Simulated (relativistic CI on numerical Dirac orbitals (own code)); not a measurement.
**What each ingredient does to the levels of In¹¹⁺**

Base calculation: Dirac-Coulomb-Breit CI, separate exchange-only KLI orbitals for each configuration, a model potential for QED, unscaled Slater integrals.

Configuration list (outside the closed core [Ar] 3d10): 4s²4p⁶4d², 4s²4p⁵4d³, 4s²4p⁶4d4f, 4s²4p⁶4d5s, 4s4p⁶4d³, 4s²4p⁶4d5p, 4s²4p⁵4d²4f, 4s²4p⁶4f5s, 4s²4p⁶4d5d, 4s²4p⁶5s5p, 4s4p⁶4d²4f, 4s²4p⁶4f², 4s²4p⁵4f³, 4s²4p⁶5s², 4s²4p⁵4f5s², 4s²4p⁶4f5p, 4s²4p⁵4f²5p. Double excitations out of closed p, d and f shells are left out; levels of such configurations are missing from the list, as are those of other unlisted configurations, and high levels can miss mixing partners. These lack a partner that the ground configuration has and come out too high: 4s4p⁶4d²4f.

The lowest level and the first level of each name with at least 55 % of one term (blank where a level has no safe partner in the second run):

| Level | Base (cm⁻¹) | Shift (cm⁻¹) |
| --- | --- | --- |
| 4s²4p⁶4d² ³F2 | 0 | 0 |
| 4s²4p⁶4d² ³F3 | 7937 | +103 |
| 4s²4p⁶4d² ³F4 | 15565 | -10 |
| 4s²4p⁶4d² ³P0 | 23109 | -1728 |
| 4s²4p⁶4d² ³P1 | 26947 | -1552 |
| 4s²4p⁶4d² ¹G4 | 37938 | -2378 |
| 4s²4p⁶4d² ¹S0 | 87375 | -7518 |
| 4s²4p⁵4d³ ⁵D°1 | 502941 | +3793 |
| 4s²4p⁵4d³ ⁵S°2 | 503564 | +4711 |
| 4s²4p⁵4d³ ⁵D°0 | 505291 | +3796 |
| 4s²4p⁵4d³ ⁵F°5 | 514213 | +3467 |
| 4s²4p⁵4d³ ⁵G°6 | 523493 | +2748 |
| 4s²4p⁵4d³ ³G°3 | 530030 | +1738 |
| 4s²4p⁵4d³ ³G°4 | 532904 | +1766 |
| 4s²4p⁵4d³ ³P°1 | 540341 | +1204 |
| 4s²4p⁵4d³ ³G°5 | 543595 | +1092 |
| 4s²4p⁵4d³ ³D°3 | 544299 | +588 |
| 4s²4p⁵4d³ ³H°6 | 547427 | +93 |
| 4s²4p⁶4d5s ³D1 | 549119 | -4086 |
| 4s²4p⁵4d³ ³D°2 | 550557 | -18 |
| 4s²4p⁶4d5s ³D2 | 550953 | -4189 |
| 4s²4p⁵4d³ ³P°0 | 552865 | -590 |

At this charge energies of transitions that change n are usually good to better than 1 %, and those within a shell (Δn = 0) to a few per cent. Terms inside the open d or f shell come out 10 to 20 % too wide with unscaled integrals.

Task: One thing was changed in a second run, which moved the levels as shown. Which?
A. configuration mixing switched off
B. only the first 3 configurations
C. valence Slater integrals scaled by 0.9
D. Breit term removed
E. QED terms removed

Result: C. Valence Slater integrals scaled by 0.9. Scaling acts on the splittings between terms and on the mixing, and leaves the fine structure of pure LS terms nearly alone; in jj coupling it moves the levels of one term differently.

LS names give the leading component of a level, which can be under half, so a name can repeat, a term be missing and a line seem to break the LS rules.
